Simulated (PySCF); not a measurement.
C₂H₈FNSi₂, SMILES C=C[Si@@H](F)N[SiH3].

Coordinates come from a B3LYP-D3(BJ)/def2-SVP optimisation. The structure was generated by enumeration; whether it is a known compound was not checked. The values are those of a single conformer.

Two levels are set side by side: PBE/def2-TZVP (PySCF) and M06-2X/def2-TZVP (PySCF). Same geometry, gas phase. Differences are taken from unrounded values.

```csv
quantity,M06-2X,PBE,PBE minus M06-2X
orbital gap (eV),9.26,4.69,-4.56
highest occupied level (eV),-9.27,-6.56,2.70
lowest empty level (eV),-0.01,-1.87,-1.86
dipole moment (D),2.00,1.85,-0.15
mean polarisability (bohr³),77.6,82.1,4.5
```

PBE's occupied levels lie high since its potential decays too fast outside the molecule; exact exchange lowers them and widens the gap. PBE's more diffuse valence density responds more strongly to a field. Differences between two approximate levels are no errors against the true value.

Rough cost on one machine, each run with all the roots and properties that it gave: M06-2X against PBE about 4 times.
